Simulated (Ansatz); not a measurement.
CH₇NOSn (`C[O][SnH2][NH2]`), relaxed with RKS PBE-D4/def2-SVP in the Gaussian-basis code of Ansatz from a rough embedded geometry. The force threshold is 0.03 eV/Å; the program also tests the step.

Charge 0, multiplicity 1. Sn takes the def2 core potential.

Start:

```xyz
11

C    -0.661   -0.412   -1.569
O     0.178    0.678   -1.372
Sn    0.963    0.407    0.418
N    -0.427    0.666    1.906
H    -1.532   -0.403   -0.852
H    -1.167   -0.256   -2.630
H    -0.149   -1.384   -1.617
H     2.325    1.429    0.654
H     1.574   -1.289    0.524
H     0.050    0.551    2.787
H    -1.155    0.014    1.751
```

Q: By how much does the energy fall, and how many steps does the optimiser take? (Estimate.)

A: Computed: 49.85 kJ/mol, in 19 steps, 3 of them rejected.

Q: Which bonds change most? (An estimate is asked.)

A: The calculation gave: C1–H6 from 1.186 to 1.113 Å; Sn3–H9 from 1.805 to 1.733 Å; O2–Sn3 from 1.973 to 2.014 Å; N4–H11 from 0.990 to 1.028 Å.

Q: Give the relaxed structure. (Estimate.)

A: The calculation gave: 
```xyz
11

C    -0.744   -0.305   -1.707
O     0.329    0.506   -1.277
Sn    1.111    0.171    0.549
N    -0.492    0.287    1.843
H    -1.618   -0.284   -1.013
H    -1.092    0.071   -2.695
H    -0.458   -1.378   -1.847
H     2.292    1.428    0.646
H     1.701   -1.455    0.659
H    -0.680    1.247    2.159
H    -0.350   -0.287    2.684
```
